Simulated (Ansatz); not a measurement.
Consider the ligand exchange at the Hf–O bond: `[SiH3][O][Hf]([Cl])([Cl])[Cl]` + H₂S → `[SH][Hf]([Cl])([Cl])[Cl]` + `O[SiH3]`.

Gas-phase electronic energies from Ansatz, PBE0-D4/def2-TZVP geometries. CBS: MP2 limit from def2 TZ/QZ plus the TZ coupled-cluster correction, frozen cores. This one scheme is used for every species. Elements past krypton have def2 core potentials. For Hf outer-core shells are correlated without core-valence functions, which leaves a few kJ/mol of doubt a bond. One conformer a species, not always the lowest.

| species | MP2/def2-SVP energy (Eh) |
| --- | --- |
| `[SiH3][O][Hf]([Cl])([Cl])[Cl]` | -1792.20182 |
| H₂S | -398.70951 |
| `[SH][Hf]([Cl])([Cl])[Cl]` | -1824.57734 |
| `O[SiH3]` | -366.29672 |

**Question.** Work out ΔE.

**Answer.** ΔE = (-1824.57734) + (-366.29672) − (-1792.20182) − (-398.70951) = 0.03727 Eh = +1.01 eV. CCSD(T)/CBS gives +0.79 eV.

Largest T1 diagnostic among the species: 0.014.

At CCSD(T), def2-SVP lies +0.26 eV from the extrapolated value and def2-TZVPP +0.05 eV. From BLYP to BHLYP (50 % exact exchange), in def2-TZVPP and without D4, ΔE moves by +0.05 eV. Leaving LDA and LC-ωPBE aside and taking each functional with its dispersion term where it has one, the values, not all of them listed here, spread over 0.21 eV, from PBE-D4 to CAM-B3LYP-D4.
